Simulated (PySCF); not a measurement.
Ionisation and electron attachment of `C#C[P@H](C)=[Se]` (C3H5PSe)

Parent: `C#C[P@H](C)=[Se]` (C3H5PSe). Optimised structure (Å), atoms numbered from 1:
```
C     2.4841   -0.3097    0.0329
C     1.3535    0.1263    0.1135
P    -0.2842    0.7918    0.1171
C    -1.3228   -0.6165    0.6113
Se   -0.8532    1.7996   -1.6300
H     3.4876   -0.6908   -0.0440
H    -0.2410    1.5852    1.2952
H    -1.3058   -1.3585   -0.1987
H    -0.9510   -1.0634    1.5448
H    -2.3515   -0.2528    0.7423
```

These are calculated values, ωB97X-D3(BJ)/ma-def2-TZVP in PySCF (grid level 2) at geometries from PBE0-D3(BJ)/ma-def2-SVP. The prefix ma- adds one diffuse s and one diffuse p function on all atoms but H. Zero-point and thermal terms (298.15 K, 1 bar) come from unscaled GFN2-xTB harmonic frequencies, with soft modes damped to free rotors in the entropy. These were taken at the GFN2-xTB minima.

Frontier levels of the parent: HOMO -8.60 eV, LUMO 0.71 eV.

Oxidation to the radical cation:
- Vertical ionisation energy (electronic): 8.38 eV
- Adiabatic ionisation energy (with zero-point energy): 8.16 eV
- Adiabatic, electronic part: 8.16 eV
- Vertical gap at the product's structure: 7.86 eV
- Inner reorganisation energy (four-point): 525 meV
- Relaxation of product / of parent: 224 / 301 meV
- ⟨S²⟩ of the product: 0.753
- Largest spin populations: Se5 0.99
- Largest changes of atomic charge: Se5 0.67, C1 0.13, H (on P3) 0.09
- Distances that move most (Å): P3–Se5 2.096 → 2.210; C2–P3 1.768 → 1.726; P3–C4 1.818 → 1.803; P3–H 1.421 → 1.415
- Potential in acetonitrile: 6.14 V absolute, 1.59 V against Fc+/Fc computed at 4.54 V (solvation -40 → -233 kJ/mol)

Reduction to the radical anion:
```
Vertical electron affinity (electronic)              : -0.58 eV
Adiabatic electron affinity (with zero-point energy) : -0.05 eV
Adiabatic, electronic part                           : -0.08 eV
Vertical gap at the product's structure              : 1.27 eV
⟨S²⟩ of the product                                  : 0.771
Largest spin populations                             : Se5 0.40, C1 0.28, P3 0.27
Largest changes of atomic charge                     : Se5 -0.35, P3 -0.26, C1 -0.21
Distances that move most (Å)                         : P3–Se5 2.096 → 2.303; C2–P3 1.768 → 1.850; P3–C4 1.818 → 1.846; C1–C2 1.214 → 1.242
Potential in acetonitrile                            : 1.99 V absolute, -2.55 V against Fc+/Fc computed at 4.54 V (solvation -40 → -234 kJ/mol)
```

Solvents are IEF-PCM continua (electrostatics only, gas-phase structures); absolute potentials refer to an electron at rest in vacuum. Fc+/Fc in acetonitrile, 4.54 V, is ωB97X-D3(BJ)/ma-def2-TZVP on PBE0-D3(BJ)/def2-SVP structures with GFN2-xTB thermal terms. Benchmark calculations put it near 5.0 V in acetonitrile and DMSO, so it is about 0.5 V low, and the value against it can read up to that much too high.

Note: spin-orbit coupling is left out of the energies, which matters for open shells on the heavier atoms; atoms from Ga to Kr are treated without relativity; the gas-phase radical anion comes out unbound at this level, so its gas-phase values hang on the basis; a negative vertical affinity means that the electron isn't bound at that structure, so the value and what is derived from it hang on the basis.

Differences come from unrounded values, so a last digit can differ from that of the printed terms.
